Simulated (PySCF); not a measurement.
## Cl⁺ (chlorine, charge +1): BP86 calculation

Configuration: [Ne] 3s2 3p3 4s1, high-spin 5S determinant (an excited configuration). Computed with PySCF 2.14 in aug-cc-pwCVTZ (8s7p5d3f, 75 functions), with the non-relativistic Hamiltonian (point nucleus).

* Total energy: -459.2261 hartree
* One-electron energy: -623.2728 hartree
* Hartree (Coulomb) energy: 191.7271 hartree
* Exchange-correlation energy: -27.6804 hartree
* Kinetic energy: 458.43137 hartree
* ⟨S²⟩: 6.0001
* ⟨L²⟩: 0.000
* Sum of ⟨r⟩: 15.23 bohr
* Sum of ⟨r²⟩: 33.25 bohr²
* Density at the nucleus (Gaussians lack the cusp): 3170 bohr⁻³
* Spin density at the nucleus: 1.81 bohr⁻³
* Langevin diamagnetic susceptibility: -26.3 ×10⁻⁶ cm³/mol

```csv
shell,electrons,mean orbital energy (hartree),"rms radius, mean of both spins (bohr)"
1s α,1,-101.53328,0.106
1s β,1,-101.51042,0.106
2s α,1,-9.97445,0.486
2s β,1,-9.95262,0.486
2p α,3,-7.79718,0.454
2p β,3,-7.76725,0.454
3s α,1,-1.43209,1.56
3s β,1,-1.28863,1.56
3p α,3,-0.95368,1.74
4s α,1,-0.30407,4.18
```

The outer electron is Rydberg-like, and this basis confines it to a smaller radius and binds it less than a complete one would.
